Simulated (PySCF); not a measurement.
Input file for PySCF: D3(BJ) and D4 dispersion corrections on FHSeTe (SMILES F[Te][SeH]), a point of a torsion scan.

```python
from pyscf import gto
from pyscf.dispersion import dftd3, dftd4

mol = gto.M(
    atom='''
    F     1.83038125   -0.73158695    0.13295957
    Te    1.01868257    1.03643351   -0.34722721
    Se   -1.25764932    0.49635571    0.41441657
    H    -1.94544987    0.65857433   -0.85748521
    ''',
    basis='def2-svp',
    charge=0, spin=0, verbose=0, max_memory=1800)
d3, d4 = {}, {}
for xc in ['hf', 'pbe', 'blyp', 'revpbe', 'tpss', 'r2scan', 'b3lyp', 'pbe0', 'bhlyp', 'camb3lyp', 'b2plyp']:
    d3[xc] = float(dftd3.DFTD3Dispersion(mol, xc=xc, version='d3bj', atm=False).get_dispersion()['energy'])
    print(f'D3(BJ) {xc:10s} {d3[xc]:14.8f} Eh')
for xc in ['hf', 'pbe', 'blyp', 'revpbe', 'tpss', 'r2scan', 'b3lyp', 'pbe0', 'bhlyp', 'camb3lyp', 'b2plyp']:
    d4[xc] = float(dftd4.DFTD4Dispersion(mol, xc={'camb3lyp': 'cam-b3lyp'}.get(xc, xc), atm=True).get_dispersion()['energy'])
    print(f'D4     {xc:10s} {d4[xc]:14.8f} Eh')
```

The log:

```
D3(BJ) hf            -0.03094976 Eh
D3(BJ) pbe           -0.00328136 Eh
D3(BJ) blyp          -0.00804234 Eh
D3(BJ) revpbe        -0.00747915 Eh
D3(BJ) tpss          -0.00440849 Eh
D3(BJ) r2scan        -0.00085396 Eh
D3(BJ) b3lyp         -0.00684732 Eh
D3(BJ) pbe0          -0.00312203 Eh
D3(BJ) bhlyp         -0.00656576 Eh
D3(BJ) camb3lyp      -0.00336432 Eh
D3(BJ) b2plyp        -0.00381729 Eh
D4     hf            -0.01183470 Eh
D4     pbe           -0.00369141 Eh
D4     blyp          -0.00789074 Eh
D4     revpbe        -0.00881215 Eh
D4     tpss          -0.00490888 Eh
D4     r2scan        -0.00073498 Eh
D4     b3lyp         -0.00615191 Eh
D4     pbe0          -0.00311761 Eh
D4     bhlyp         -0.00600296 Eh
D4     camb3lyp      -0.00326866 Eh
D4     b2plyp        -0.00250145 Eh
```

The run finished.

Cost: roughly 0.020 core-seconds.
